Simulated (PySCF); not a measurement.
**Running PySCF for CaH⁺**

The script input.py:

```python
from pyscf import gto, scf, solvent

mol = gto.M(
    atom='Ca 0 0 0; H 0 0 1.909',
    basis='6-31+g*',
    charge=1,
    spin=2,
    symmetry=True,
    verbose=4,
)
mf = scf.UHF(mol)
mf = solvent.PCM(mf)
mf.with_solvent.eps = 32.6
mf.kernel()
mf.analyze()
print('orbital energies (hartree):', [e[max(0, n-3):n+3].round(4) for e, n in zip(mf.mo_energy, mol.nelec)])
```

```bash
$ OMP_NUM_THREADS=1 python input.py
```

It prints (some set-up lines and the per-cycle HOMO/LUMO lines with their warnings removed):

```
PySCF version 2.14.0

[INPUT] verbose = 4
[INPUT] num. atoms = 2
[INPUT] num. electrons = 20
[INPUT] charge = 1
[INPUT] spin (= nelec alpha-beta = 2S) = 2
[INPUT] symmetry True subgroup None
[INPUT] Mole.unit = angstrom
[INPUT] Symbol           X                Y                Z      unit          X                Y                Z       unit  Magmom
[INPUT]  1 Ca     0.000000000000   0.000000000000   0.000000000000 AA    0.000000000000   0.000000000000   0.000000000000 Bohr   0.0
[INPUT]  2 H      0.000000000000   0.000000000000   1.909000000000 AA    0.000000000000   0.000000000000   3.607487171795 Bohr   0.0

nuclear repulsion = 5.54402525845993
point group symmetry = Coov
symmetry origin: [0.        0.        0.1717851]
symmetry axis x: [1. 0. 0.]
symmetry axis y: [0. 1. 0.]
symmetry axis z: [0. 0. 1.]
num. orbitals of irrep A1 = 14
num. orbitals of irrep E1x = 6
num. orbitals of irrep E1y = 6
num. orbitals of irrep E2x = 1
num. orbitals of irrep E2y = 1
number of shells = 14
number of NR pGTOs = 83
number of NR cGTOs = 28
basis = 6-31+g*
ecp = {}

******** <class 'pyscf.solvent._attach_solvent.PCMSymAdaptedUHF'> ********
method = PCMSymAdaptedUHF
initial guess = minao
damping factor = 0
level_shift factor = 0
DIIS = <class 'pyscf.scf.diis.CDIIS'>
diis_start_cycle = 1
diis_space = 8
diis_damp = 0
SCF conv_tol = 1e-09
SCF conv_tol_grad = None
SCF max_cycles = 50
direct_scf = True
direct_scf_tol = 1e-13
number electrons alpha = 11  beta = 9
******** <class 'pyscf.solvent.pcm.PCM'> (In testing) ********

WARN: PCM is an experimental feature. It is still in testing.
Features and APIs may be changed in the future.

lebedev_order = 29 (302 grids per sphere)
eps = 32.6
frozen = False
Freeze 0 electrons in irreps []
    20 free electrons in irreps A1 E1x E1y E2x E2y
Set gradient conv threshold to 3.16228e-05
PCM E_diel = -0.000496115575900402
Solvent Energy = -0.000496115575900402
init E= -677.096024102364

PCM E_diel = -0.108945656263215
Solvent Energy = -0.108945656263215
cycle= 1 E= -677.043511538489  delta_E= 0.0525  |g|= 0.128  |ddm|= 0.952
PCM E_diel = -0.105197538385133
Solvent Energy = -0.105197538385133
cycle= 2 E= -677.066363892285  delta_E= -0.0229  |g|= 0.0409  |ddm|= 0.325
PCM E_diel = -0.10414346276886
Solvent Energy = -0.10414346276886
cycle= 3 E= -677.069242275874  delta_E= -0.00288  |g|= 0.00554  |ddm|= 0.16
PCM E_diel = -0.104094394552218
Solvent Energy = -0.104094394552218
cycle= 4 E= -677.069348045209  delta_E= -0.000106  |g|= 0.00212  |ddm|= 0.0351
PCM E_diel = -0.104203987051703
Solvent Energy = -0.104203987051703
cycle= 5 E= -677.069375604975  delta_E= -2.76e-05  |g|= 0.000853  |ddm|= 0.0174
PCM E_diel = -0.104346070700068
Solvent Energy = -0.104346070700068
cycle= 6 E= -677.069381552373  delta_E= -5.95e-06  |g|= 0.000287  |ddm|= 0.00832
PCM E_diel = -0.104442533226987
Solvent Energy = -0.104442533226987
cycle= 7 E= -677.069382294772  delta_E= -7.42e-07  |g|= 3.84e-05  |ddm|= 0.00482
PCM E_diel = -0.104454802792392
Solvent Energy = -0.104454802792392
cycle= 8 E= -677.069382304848  delta_E= -1.01e-08  |g|= 3.86e-06  |ddm|= 0.000754
PCM E_diel = -0.104455249552722
Solvent Energy = -0.104455249552722
cycle= 9 E= -677.069382304891  delta_E= -4.22e-11  |g|= 3.37e-07  |ddm|= 6.03e-05
PCM E_diel = -0.104455254822619
Solvent Energy = -0.104455254822619
Extra cycle  E= -677.069382304891  delta_E=    0  |g|= 1.04e-07  |ddm|= 2.45e-06
converged SCF energy = -677.069382304891  <S^2> = 2.0001405  2S+1 = 3.0000937
**** SCF Summaries ****
Total Energy =                        -677.069382304890610
Nuclear Repulsion Energy =               5.544025258459927
One-electron Energy =                 -932.465932055188887
Two-electron Energy =                  249.956979746660977
Two-electron Coulomb Energy =          285.400265732361845
DFT Exchange-Correlation Energy =      -35.443285985700868
**** MO energy ****
[4 lines left out]
alpha MO #5 (E1y #1), energy= -13.6993276803167 occ= 1
alpha MO #6 (A1 #4), energy= -2.31764570317678 occ= 1
alpha MO #7 (A1 #5), energy= -1.42253618935594 occ= 1
alpha MO #8 (E1x #2), energy= -1.40952875035465 occ= 1
alpha MO #9 (E1y #2), energy= -1.40952875035465 occ= 1
alpha MO #10 (A1 #6), energy= -0.629064096790253 occ= 1
alpha MO #11 (A1 #7), energy= -0.216863017412874 occ= 1
alpha MO #12 (E1x #3), energy= 0.00913035346215729 occ= 0
alpha MO #13 (E1y #3), energy= 0.00913035346215729 occ= 0
alpha MO #14 (A1 #8), energy= 0.0150063468665877 occ= 0
[14 lines left out]
[2 lines left out]
beta  MO #3 (E1x #1), energy= -13.6979839916451 occ= 1
beta  MO #4 (E1y #1), energy= -13.6979839916451 occ= 1
beta  MO #5 (A1 #3), energy= -13.696859142403 occ= 1
beta  MO #6 (A1 #4), energy= -2.30552427692085 occ= 1
beta  MO #7 (A1 #5), energy= -1.40628030074445 occ= 1
beta  MO #8 (E1x #2), energy= -1.40472749375377 occ= 1
beta  MO #9 (E1y #2), energy= -1.40472749375377 occ= 1
beta  MO #10 (A1 #6), energy= -0.050531504616689 occ= 0
beta  MO #11 (A1 #7), energy= 0.0127571164033142 occ= 0
beta  MO #12 (E1x #3), energy= 0.0156639977032693 occ= 0
[16 lines left out]
 ** Mulliken pop alpha/beta on meta-lowdin orthogonal AOs **
 ** Mulliken pop       alpha | beta **
pop of  0 Ca 1s        1.00000 | 1.00000
pop of  0 Ca 2s        1.00000 | 0.99999
pop of  0 Ca 3s        0.99997 | 0.99988
pop of  0 Ca 4s        0.91781 | 0.00014
pop of  0 Ca 5s        0.00436 | 0.00002
pop of  0 Ca 6s        0.00013 | 0.00000
pop of  0 Ca 2px       1.00000 | 1.00000
pop of  0 Ca 2py       1.00000 | 1.00000
pop of  0 Ca 2pz       1.00000 | 1.00000
pop of  0 Ca 3px       0.99998 | 0.99994
pop of  0 Ca 3py       0.99998 | 0.99994
pop of  0 Ca 3pz       0.99988 | 0.99977
[16 lines left out]
In total            11.00000 | 9.00000
 ** Mulliken atomic charges   ( Nelec_alpha | Nelec_beta ) **
charge of  0Ca =      1.00081  (     9.99930      8.99990 )
charge of  1H =     -0.00081  (     1.00070      0.00010 )

WARN: System has nonzero charge 1; the dipole moment is origin-dependent.
Location of origin: [0. 0. 0.]

Dipole moment(X, Y, Z, Debye):  0.00000,  0.00000,  4.05623
orbital energies (hartree): [array([-1.4095, -0.6291, -0.2169,  0.0091,  0.0091,  0.015 ]), array([-1.4063, -1.4047, -1.4047, -0.0505,  0.0128,  0.0157])]
```

In short: E(SCF) = -677.069382 Eh, 9 cycles, ⟨S²⟩ = 2.000.

Hardware: Arm Neoverse V1, 1 thread, shared host. Wall time 2 s.

The bond length is a typed value, not an optimised one. The dipole of an ion depends on the origin. No search for the lowest solution was made.
